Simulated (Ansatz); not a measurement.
`[NH]=[Nb]([F])([Cl])[Cl]` + NH₃ → `[NH]=[Nb]([NH2])([F])[Cl]` + HCl at 700 K and 1 bar (ligand exchange at the Nb–Cl bond).

Computed with Ansatz on PBE0-D4/def2-TZVP structures; ΔE is electronic, products minus reactants. CCSD(T)/CBS is the MP2 limit (def2-TZVPP, def2-QZVPP) plus CCSD(T) − MP2 in def2-TZVPP, frozen cores. This one scheme is used for every species. Elements past krypton have def2 core potentials. For Nb outer-core shells are correlated without core-valence functions, which leaves a few kJ/mol of doubt a bond. One conformer a species, not always the lowest.

```csv
species,CCSD(T)/CBS energy (Eh),H − E (kJ/mol),S (J/(mol·K))
`[NH]=[Nb]([F])([Cl])[Cl]`,-1131.78423,114.4,453.9
NH₃,-56.50880,116.9,226.5
`[NH]=[Nb]([NH2])([F])[Cl]`,-727.88871,187.5,469.0
HCl,-460.38127,38.4,211.8
```

H − E and S are ideal-gas, rigid-rotor, harmonic terms from PBE0-D4/def2-TZVP, for one conformer and one mirror image of each species. 1 Eh = 2625.50 kJ/mol, R = 8.31446 J/(mol·K).

Question: By hand: ΔE, ΔH, ΔS and ΔG.

Answer: ΔE = (-727.88871) + (-460.38127) − (-1131.78423) − (-56.50880) = 0.02305 Eh = 60.5 kJ/mol. Δ(H − E) = 187.5 + 38.4 − 114.4 − 116.9 = -5.4, so ΔH = 55.1 kJ/mol. ΔS = 469.0 + 211.8 − 453.9 − 226.5 = 0.4 J/(mol·K). ΔG = 55.1 − 700 × (0.4)/1000 = 54.8 kJ/mol.

Question: By hand: the equilibrium constant, and the temperature at which ΔG would vanish if ΔH and ΔS stayed fixed.

Answer: log₁₀ K = −ΔG/(RT ln 10) = -4.1. ΔG = 0 at ΔH/ΔS = 137750 K, far beyond where these terms or the molecules hold.

The number of gas molecules stays the same, so ΔS is small and ΔH decides. A doubt of 5 kJ/mol in ΔE shifts log₁₀ K by 0.4 here. Other conformers and mirror images would add mixing entropy, several J/(mol·K) or more a flexible species. These are equilibria of isolated gas molecules and say nothing of rates. Largest T1 diagnostic: 0.020 (customary marks: 0.02 for closed shells, 0.045 for open ones).
